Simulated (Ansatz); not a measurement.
Relaxation of AlFH₆N₂ (10 atoms, charge 0, multiplicity 1), to a largest force component of 0.03 eV/Å in at most 50 steps.

Method: Ansatz 0.2.0, RKS BLYP-D4/def2-SVP.

```xyz
10
Properties=species:S:1:pos:R:3
Al 0.131 -0.506 -0.526
N 0.060 -0.142 2.554
H -0.811 0.030 3.074
H 0.836 -0.008 3.216
N 1.699 0.016 -1.189
H 2.608 -0.413 -0.999
H 1.833 0.857 -1.756
H -1.225 0.205 -0.918
F 0.070 -1.973 0.324
H 0.055 -1.150 2.282
```

Question: Where does it end, and by what steps?

Answer: The forces met the threshold. After 10 steps the energy has fallen by 0.778 eV; H4 moved furthest, 1.06 Å. Joined: Al1–N2 (3.10 → 2.08 Å).

| step | energy less start (eV) | largest force component (eV/Å) | accepted |
| --- | --- | --- | --- |
| 0 | 0.0000 | 0.652 | yes |
| 1 | -0.1602 | 0.468 | yes |
| 2 | -0.3829 | 0.756 | yes |
| 3 | -0.5910 | 0.800 | yes |
| 4 | -0.6985 | 0.828 | yes |
| 5 | -0.7493 | 0.306 | yes |
| 6 | -0.7673 | 0.279 | yes |
| 7 | -0.7752 | 0.047 | yes |
| 8 | -0.7772 | 0.038 | yes |
| 9 | -0.7741 | 0.338 | no |
| 10 | -0.7775 | 0.010 | yes |

```xyz
10
Properties=species:S:1:pos:R:3
Al 0.047 -0.571 -0.066
N 0.139 -0.289 1.994
H -0.618 0.284 2.393
H 1.036 0.181 2.190
N 1.647 0.139 -0.562
H 2.474 -0.455 -0.692
H 1.696 0.894 -1.254
H -1.291 0.206 -0.468
F -0.012 -2.274 0.050
H 0.138 -1.201 2.476
```

Whether the end is a true minimum wasn't checked by a vibrational analysis.

Time of the run: 16 s on 2 threads of Arm Neoverse V2, on a shared host, peak memory 0.13 GiB.
